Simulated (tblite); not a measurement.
Species: C7H5NO2.
Bonds: C1–C2, C2–C3, C3–N4 (triple), C2–C5, C5–O6 (double), C5–C7, C7–C8 (double), C8–C9, C9–O10 (double), C2–C9. Hydrogens: H11, H12, H13 on C1; H14 on C7; H15 on C8.

Computed with GFN2-xTB (tblite), gas phase: L-BFGS steps from a force-field or distance-geometry start until the largest atomic force falls under 0.01 eV/Å.

Step 38: E = -775.6752 eV
```
atom  x, y, z in Å  |  force x, y, z in eV/Å
C1     -1.6611   -0.4018   -0.7223    0.029   0.009   0.005
C2     -0.4727   -0.0107    0.1574    0.063   0.002  -0.004
C3     -0.9352    0.3101    1.4891   -0.030   0.005  -0.003
N4     -1.3222    0.5551    2.5360    0.059   0.002  -0.035
C5      0.6011   -1.1089    0.2837    0.071   0.014  -0.017
O6      0.4034   -2.2829    0.4128   -0.040   0.041   0.005
C7      1.9105   -0.4241    0.1600   -0.003  -0.002   0.013
C8      1.7581    0.8510   -0.2089   -0.043   0.037  -0.052
C9      0.3249    1.1932   -0.3835    0.059  -0.037   0.073
O10    -0.1374    2.1823   -0.8748    0.000  -0.030   0.009
H11    -2.1576   -1.2682   -0.2943   -0.061  -0.011  -0.017
H12    -1.3210   -0.6463   -1.7263    0.035  -0.008   0.007
H13    -2.3534    0.4335   -0.7799   -0.076  -0.009  -0.008
H14     2.8320   -0.9563    0.3358   -0.044   0.065  -0.018
H15     2.5262    1.5820   -0.4067   -0.019  -0.080   0.042
```

Step 39: E = -775.6761 eV
```
atom  x, y, z in Å  |  force x, y, z in eV/Å
C1     -1.6589   -0.4015   -0.7231    0.013   0.001   0.000
C2     -0.4718   -0.0101    0.1590    0.030  -0.003  -0.005
C3     -0.9388    0.3096    1.4892   -0.006   0.007  -0.017
N4     -1.3257    0.5549    2.5358    0.043   0.006  -0.011
C5      0.6015   -1.1083    0.2863    0.047   0.029  -0.019
O6      0.4026   -2.2813    0.4202   -0.038   0.008   0.008
C7      1.9098   -0.4246    0.1573    0.008   0.003   0.009
C8      1.7576    0.8502   -0.2120   -0.027   0.023  -0.040
C9      0.3259    1.1938   -0.3808    0.018  -0.022   0.068
O10    -0.1375    2.1849   -0.8673   -0.002  -0.017   0.001
H11    -2.1576   -1.2682   -0.2970   -0.043  -0.007  -0.016
H12    -1.3157   -0.6464   -1.7261    0.025  -0.001   0.010
H13    -2.3541    0.4320   -0.7816   -0.050  -0.012  -0.012
H14     2.8315   -0.9554    0.3294   -0.016   0.041  -0.009
H15     2.5268    1.5785   -0.4111   -0.004  -0.056   0.032
```

Step 40: E = -775.6771 eV
```
atom  x, y, z in Å  |  force x, y, z in eV/Å
C1     -1.6601   -0.4009   -0.7223   -0.023  -0.009  -0.001
C2     -0.4711   -0.0109    0.1580   -0.025  -0.011  -0.003
C3     -0.9357    0.3097    1.4887    0.019   0.019   0.002
N4     -1.3131    0.5588    2.5380    0.034  -0.001  -0.024
C5      0.6016   -1.1096    0.2830    0.003  -0.009  -0.015
O6      0.4009   -2.2836    0.4087   -0.018   0.039   0.008
C7      1.9074   -0.4231    0.1611    0.019   0.006   0.001
C8      1.7558    0.8511   -0.2092   -0.010  -0.002  -0.014
C9      0.3266    1.1915   -0.3837   -0.055   0.042   0.036
O10    -0.1384    2.1791   -0.8770    0.015  -0.041   0.017
H11    -2.1623   -1.2672   -0.2978   -0.012  -0.002  -0.012
H12    -1.3150   -0.6471   -1.7245    0.005   0.009   0.007
H13    -2.3588    0.4310   -0.7797   -0.004  -0.021  -0.021
H14     2.8303   -0.9475    0.3352    0.033  -0.006   0.008
H15     2.5274    1.5768   -0.4004    0.019  -0.013   0.012
```

Question: Estimate the geometry and energy of step 41. (The exact step hangs on the optimiser's Hessian estimate; all steps are aligned on step 40, rigid shifts and turns removed.)

Answer: E = -775.6774 eV, largest force 0.068 eV/Å
```
atom  x, y, z in Å  |  force x, y, z in eV/Å
C1     -1.6619   -0.4010   -0.7217   -0.022  -0.011  -0.003
C2     -0.4716   -0.0117    0.1570   -0.029  -0.008  -0.003
C3     -0.9325    0.3103    1.4886    0.026   0.012  -0.007
N4     -1.3051    0.5609    2.5392    0.027   0.001  -0.015
C5      0.6015   -1.1105    0.2800   -0.004  -0.004  -0.008
O6      0.4002   -2.2849    0.4003   -0.013   0.034   0.008
C7      1.9066   -0.4222    0.1639    0.019   0.002  -0.002
C8      1.7547    0.8518   -0.2070   -0.003  -0.008   0.002
C9      0.3259    1.1903   -0.3855   -0.049   0.042   0.022
O10    -0.1387    2.1751   -0.8846    0.007  -0.031   0.018
H11    -2.1646   -1.2671   -0.2972   -0.007  -0.001  -0.011
H12    -1.3166   -0.6474   -1.7239   -0.004   0.011   0.009
H13    -2.3607    0.4311   -0.7785    0.001  -0.021  -0.024
H14     2.8304   -0.9437    0.3406    0.035  -0.016   0.010
H15     2.5279    1.5768   -0.3930    0.016  -0.001   0.005
```

The energy changes by -0.0003 eV. The first-order estimate −F·Δx gives -0.0004 eV and the mean of the old and new forces, exact on a quadratic surface, -0.0003 eV. The step makes an angle of 82° with the force vector and moves no atom by more than 0.009 Å.

What follows is the cost of the whole relaxation. On one thread, AMD EPYC 7B13 (x86_64), no GPU, shared host, this took 0.47 s of wall time.
